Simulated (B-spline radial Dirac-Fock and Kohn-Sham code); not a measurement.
**The M5 (3d5/2) hole of cadmium ions: width and yield against charge**

Calculated with an atomic code on a B-spline grid, using independent-particle rates on relativistic LDA orbitals of the hole state (multipoles up to L = 3, Coulomb Auger matrix elements, transition energies from Dirac-Fock). Tabulated ground configurations, configuration averages; single configurations, so decays that open only by mixing (as 1s 2s² with 1s 2p² in Be-like ions) are missing and such tiny yields are far too low.

| ion | configuration | radiative (eV) | non-radiative (eV) | yield |
| --- | --- | --- | --- | --- |
| Cd | [Kr] 4d10 5s2 | 9.60e-05 | 0.418 | 0.000230 |
| Cd⁺ | [Kr] 4d10 5s1 | 9.61e-05 | 0.422 | 0.000228 |
| Cd²⁺ | [Kr] 4d10 | 9.63e-05 | 0.429 | 0.000224 |
| Cd⁵⁺ | [Kr] 4d7 | 0.000105 | 0.334 | 0.000314 |
| Cd⁶⁺ | [Kr] 4d6 | 0.000109 | 0.293 | 0.000372 |
| Cd⁷⁺ | [Kr] 4d5 | 0.000113 | 0.249 | 0.000456 |
